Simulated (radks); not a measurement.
Values are calculated unless marked as measured or tabulated.
Question: These are the eigenvalues of the occupied orbitals of an atom or ion with whole-number occupations (hartree). Code: a radial shooting solver on a logarithmic mesh with Libxc functionals. Model: scalar-relativistic Kohn-Sham, r2SCAN, spin-polarised, spherical densities, finite nucleus; meta-GGA in the generalised Kohn-Sham scheme; Fermi nuclear charge, rms radius of each element as measured or else 0.836 A^(1/3) + 0.57 fm.

1s up: -1976.104
1s down: -1976.103
2s up: -331.2491
2s down: -331.2487
2p up: -293.9740
2p down: -293.9730
3s up: -75.41429
3s down: -75.28928
3p up: -63.91295
3p down: -63.78780
3d up: -49.10060
3d down: -49.00378
4s up: -16.50563
4s down: -16.22899
4p up: -12.68816
4p down: -12.41251
4d up: -7.46549
4d down: -7.18991
5s up: -3.24635
5s down: -3.12739
5p up: -2.26612
5p down: -2.18132
4f up: -1.75946
4f down: -1.50343
6s up: -0.96422

Which element is it, and in what charge state? The configuration may be excited. Open shells, if any, are filled with parallel spins first.

Answer: Z = 66, dysprosium, charge +3: Dy3+ in [Xe] 4f8 6s1. The list shows which subshells hold electrons but not how many an open one holds; the 1s level, -1976.1 hartree, gives Z - s = 62.9 by -(Z - s)^2/2, which with screening and relativity narrows Z to a few neighbours, and the depths of the outer levels then fix element, charge and occupations together.
